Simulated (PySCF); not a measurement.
**Low-lying terms of B+ (boron, charge +1)**

Ground state [He] 2s2, ¹S. Computed with PySCF 2.14 in aug-cc-pwCVTZ with one added diffuse shell each of s, p, d, f type (8s7p5d3f, 75 functions), with the non-relativistic Hamiltonian (point nucleus). Vertical excitation energies in eV without spin-orbit coupling; excited terms of each kind are numbered among those the solver found.

```
 term  leading excitation  TDA-CAM-B3LYP  TDA-B3LYP  measured centre of gravity (NIST)
1 3P°              2s → p          3.995      4.007                       4.631 (2s2p)
1 1P°              2s → p          8.966      8.976                       9.100 (2s2p)
 1 3S              2s → s         15.002     14.992                      16.090 (2s3s)
 1 1S              2s → s         15.694     15.642                                n/a
2 3P°              2s → p         16.466     16.368                                n/a
2 1P°              2s → p         16.678     16.554                                n/a
 1 3D              2s → d         17.347     17.217                                n/a
 1 1D              2s → d         17.457     17.321                                n/a
```

Q: What does TD-CAM-B3LYP give for these terms?

A: 1 3P° 3.396; 1 1P° 8.445; 1 3S 14.996; 1 1S 15.669; 2 3P° 16.454; 2 1P° 16.658; 1 3D 17.340; 1 1D 17.456 (eV).

Oscillator strength of the first ¹S → ¹P° line: TDA-CAM-B3LYP 1.44, TD-CAM-B3LYP 0.976, TDA-B3LYP 1.44.

Only the lower part of the computed list is shown. Doubly excited terms such as np² are absent. The solver can miss terms. Rydberg members are limited by the diffuse functions of the basis.
